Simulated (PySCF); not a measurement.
## Multinuclear NMR of C$_{5}$H$_{7}$OP

Structure with atom numbers: `[CH3:1][C:2]1=[CH:3][CH:4]=[CH:5][P@H:6]1=[O:7]`. Each H is labelled by its parent atom.

Level of theory: NMR shieldings at PBE0/pcSseg-1/GIAO, geometry: GFN2-xTB, in PySCF 2.14 (one computed conformer, relativity neglected, averaged over atoms made equivalent by symmetry, fast rotation or ring inversion, gas phase).

Question: Predict the 31P NMR data.

Answer: 
```tsv
atoms	environment	σ (ppm)	δ (ppm)
P6	phosphorus bonded to 2 C, O, H, in a 5-membered ring	321.5	3.7
```

Shieldings were converted by a linear fit to measured shifts: 31P: δ = 270.09 − 0.828σ (rms 18.1 ppm, 64 shifts vs H3PO4, solution or neat liquid). A few per cent of atoms miss by over 2 rms, more outside the fitted compound classes.

On a 300 MHz spectrometer 31P resonates near 121.4 MHz, so 1 ppm is 121.4 Hz.

Question: Predict the 17O NMR data.

Answer: 
```tsv
atoms	environment	σ (ppm)	δ (ppm)
O7	P=O oxygen	281.2	10.6
```

Shieldings were converted by a linear fit to measured shifts: 17O: δ = 266.70 − 0.911σ (rms 10.7 ppm, 155 shifts, 12.2 ppm with the 3 outliers that the fit left out vs liquid water, solution or neat liquid). Occasional misses reach two or three times the rms, and more in compound classes unlike the fitted ones.

On a 500 MHz spectrometer 17O resonates near 67.8 MHz, so 1 ppm is 67.8 Hz.
